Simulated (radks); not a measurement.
The thallium ion Tl2+ inside a hard spherical wall (all orbitals vanish at R), configuration held at [Xe] 4f14 5d10 6s1 and not refilled when levels cross. Method: scalar-relativistic Kohn-Sham, LDA (Slater exchange, VWN5 correlation), spin-polarised, spherical densities, point nucleus; open shells are filled with parallel spins first (spin-orbit coupling, left out, can overturn this in heavy ions); computed with a radial shooting solver on a logarithmic mesh with Libxc functionals. Eigenvalues in eV for spin up, with the zero of energy where the potential of the charges vanishes at infinity; a dash marks a level that is unbound or too diffuse for the functional's potential to be trusted. A positive occupied level is held by the wall or, in an anion where self-interaction has pushed it up, behind a barrier. The pressure on the wall is -dE/dV.

| R (bohr) | E (hartree) | kinetic (hartree) | e(4f) | e(5p) | e(5d) | e(6s) | e(6p, empty) | e(7s, empty) | pressure (GPa) |
|---|---|---|---|---|---|---|---|---|---|
| free | -20234.0359 | 22792.377 | -132.45 | -94.332 | -33.563 | -26.186 | -16.652 | -8.626 | 0 |
| 15 | -20234.0359 | 22792.377 | -132.45 | -94.332 | -33.563 | -26.186 | -16.652 | -8.626 | < 0.0001 |
| 12 | -20234.0359 | 22792.377 | -132.45 | -94.332 | -33.563 | -26.186 | -16.652 | -8.614 | < 0.0001 |
| 4 | -20233.9581 | 22793.007 | -131.08 | -93.089 | -32.414 | -24.153 | -12.099 | 18.068 | 24.9 |
| 3.5 | -20233.8014 | 22794.022 | -129.21 | -91.463 | -30.856 | -21.172 | -7.051 | 36.516 | 99.8 |
| 2.5 | -20231.6187 | 22805.226 | -114.54 | -79.575 | -17.976 | 5.843 | 31.198 | 141.55 | 2250 |
| 2 | -20225.0255 | 22834.511 | -89.194 | -58.977 | 7.321 | 63.496 | 103.48 | 303.29 | 14700 |
| 1.5 | -20193.0219 | 22957.973 | -21.348 | 8.339 | 92.129 | 261.75 | 329.98 | 747.92 | 141000 |
